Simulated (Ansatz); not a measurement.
Program: Ansatz. Geometries: PBE0-D4/def2-TZVP. ΔE: electronic, gas phase. CCSD(T)/CBS is the MP2 limit (def2-TZVPP, def2-QZVPP) plus CCSD(T) − MP2 in def2-TZVPP, frozen cores. This one scheme is used for every species. Functionals use def2-TZVPP. B3LYP here is the variant with VWN-RPA as its local correlation; programs differ in this. For Ge outer-core shells are correlated without core-valence functions, which leaves a few kJ/mol of doubt a bond. Scalar relativity is left out up to krypton. One conformer a species, not always the lowest.

Consider the ligand exchange at a Ge–C bond: `[NH2][GeH2][CH2][SiH3]` + `N[SiH](N)F` → `[NH2][GeH2][NH][SiH](N)F` + `C[SiH3]`.

(1) Is it downhill or uphill in electronic energy at CCSD(T)/CBS, and by how much? (Best estimate.)

(2) What do these levels give: PBE-D4, r2SCAN-D4, PBE0-D4, ωB97X-V, ωB97M-V, PBE, B3LYP, MP2/def2-TZVPP, CCSD/def2-TZVPP, CCSD(T)/def2-TZVPP, MP2/def2-QZVPP, MP2/CBS(def2)? (An estimate is asked.)

Largest T1 diagnostic among the species: 0.011.

Results:

(1) The calculation gave: Downhill: ΔE = -0.36 eV.

(2) Ansatz gave: PBE-D4 -0.35, r2SCAN-D4 -0.38, PBE0-D4 -0.35, ωB97X-V -0.38, ωB97M-V -0.37, PBE -0.33, B3LYP -0.37, MP2/def2-TZVPP -0.38, CCSD/def2-TZVPP -0.38, CCSD(T)/def2-TZVPP -0.38, MP2/def2-QZVPP -0.36, MP2/CBS(def2) -0.35 eV.

The D4 term adds −0.03 eV with B3LYP and −0.02 eV with PBE0; it sums over pairs of atoms, weighted by their polarisabilities, and B3LYP, whose exchange is more repulsive, gets the larger term.
